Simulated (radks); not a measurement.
All-electron atom: the antimony ion Sb4+ in [Kr] 4d10 5s1.

All-electron calculation, Dirac Kohn-Sham, BLYP, spin-unpolarised, spherical densities, finite nucleus; Fermi nuclear charge, rms radius 4.6802 fm. Program: a radial shooting solver on a logarithmic mesh with Libxc functionals.

Energy parts (eV):
total: -176344.407
kinetic: 186085.060
electron-nucleus: -426163.141
Hartree: 68361.449
exchange-correlation: -4627.776

Orbitals (lengths in bohr, moments of r in powers of bohr; <r^-3> diverges for s and p1/2):
| orbital | occ. | eigenvalue (eV) | <r^-3> |
|---|---|---|---|
| 1s1/2 | 2 | -30331.37 | - |
| 2s1/2 | 2 | -4650.779 | - |
| 2p1/2 | 2 | -4354.361 | - |
| 2p3/2 | 4 | -4102.407 | 4598 |
| 3s1/2 | 2 | -946.1700 | - |
| 3p1/2 | 2 | -824.9490 | - |
| 3p3/2 | 4 | -778.4654 | 865.5 |
| 3d3/2 | 4 | -564.2180 | 136.9 |
| 3d5/2 | 6 | -554.5553 | 127.4 |
| 4s1/2 | 2 | -191.2727 | - |
| 4p1/2 | 2 | -150.2173 | - |
| 4p3/2 | 4 | -141.5637 | 161.2 |
| 4d3/2 | 4 | -76.4144 | 18.52 |
| 4d5/2 | 6 | -75.1373 | 17.06 |
| 5s1/2 | 1 | -49.9780 | - |

The highest occupied level is 5s1/2 at -49.978 eV. Summed over all electrons, <r^2> = 24.89 bohr^2, which gives a Langevin (diamagnetic) susceptibility term of -19.7 x 10^-6 cm^3/mol. For comparison, the ionisation energy in NIST's Atomic Spectra Database is 55.0 eV (semi-empirical). In exact Kohn-Sham theory the highest level is minus the ionisation energy, but local and semilocal functionals leave it too shallow, through self-interaction and a potential that decays too fast; potentials with the right tail come closer. The electron density at the nucleus is 2.09e+05 e/bohr^3. The density falls to 0.001 e/bohr^3 at r = 3.14 bohr.

Beside tabulated values, note that spin-unpolarised runs miss the spin-polarisation part of the exchange energy of open shells.
